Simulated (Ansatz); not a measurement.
Cost and result up the ladder for the cluster TaO₂ (3 atoms). Charge 0, multiplicity 2. Geometry: PBE0-D4/def2-TZVP.

```xyz
3

Ta    0.067    0.191   -0.664
O    -1.341   -0.426    0.104
O     1.274    0.235    0.560
```

Ansatz on 4 threads of Arm Neoverse V1 on a shared host. Times are rough, and most runs start from the orbitals of an earlier one. CAM-B3LYP-D4/def2-TZVP serves as the yardstick here, not as an exact answer. Differences are given only for rows in sets of like size (and for xTB, whose basis is part of the method), since another set adds its own error. Binding counts from free atoms at the same level (Ta quartet, O triplet; other spins of the atoms weren't run), without zero-point energy or a counterpoise term.

In the def2 sets Ta takes a core potential; there is no spin–orbit coupling. Correlated methods freeze 2 core orbitals; core or outer-core shells of Ta are correlated, in sets that lack core-valence functions. The structure comes from a short search, and lower isomers may exist.

Correlated methods converge slowly with the basis.

```csv
level,functions,binding energy per atom (eV),difference from CAM-B3LYP-D4/def2-TZVP (eV)
PBE0-D4/def2-TZVPD,123,4.92,0.03
r2SCAN0-D4/def2-TZVP,102,4.66,-0.23
PBE-D4/def2-TZVPD,123,5.43,0.54
CCSD(T)/def2-TZVPP,118,4.90,0.01
PBE-D4/def2-SVP,60,5.46,–
RPA@PBE/def2-TZVP,102,4.63,-0.25
r2SCAN-D4/def2-TZVP (with forces),102,5.12,0.23
BLYP-D4/def2-TZVP,102,5.25,0.36
r2SCAN-D4/def2-TZVPD,123,5.12,0.24
BHLYP-D4/def2-TZVP,102,4.29,-0.59
PBE0-D4/def2-SVP,60,4.89,–
CAM-B3LYP-D4/def2-TZVP,102,4.89,0.00
PBE0-D4/def2-TZVP,102,4.91,0.03
CCSD(T)/def2-TZVPD,123,4.92,0.03
```

Estimate how long each takes.

PBE-D4/def2-SVP 0.7 s; PBE0-D4/def2-SVP 0.9 s; BLYP-D4/def2-TZVP 1 s; BHLYP-D4/def2-TZVP 1.2 s; CAM-B3LYP-D4/def2-TZVP 1.2 s; PBE-D4/def2-TZVPD 1.4 s; PBE0-D4/def2-TZVPD 1.4 s; RPA@PBE/def2-TZVP 1.4 s; PBE0-D4/def2-TZVP 1.9 s; r2SCAN0-D4/def2-TZVP 2.3 s; r2SCAN-D4/def2-TZVP (with forces) 2.5 s; r2SCAN-D4/def2-TZVPD 2.7 s; CCSD(T)/def2-TZVPD 8.5 s; CCSD(T)/def2-TZVPP 12 s. On shared hardware such times vary by a factor of up to 3.
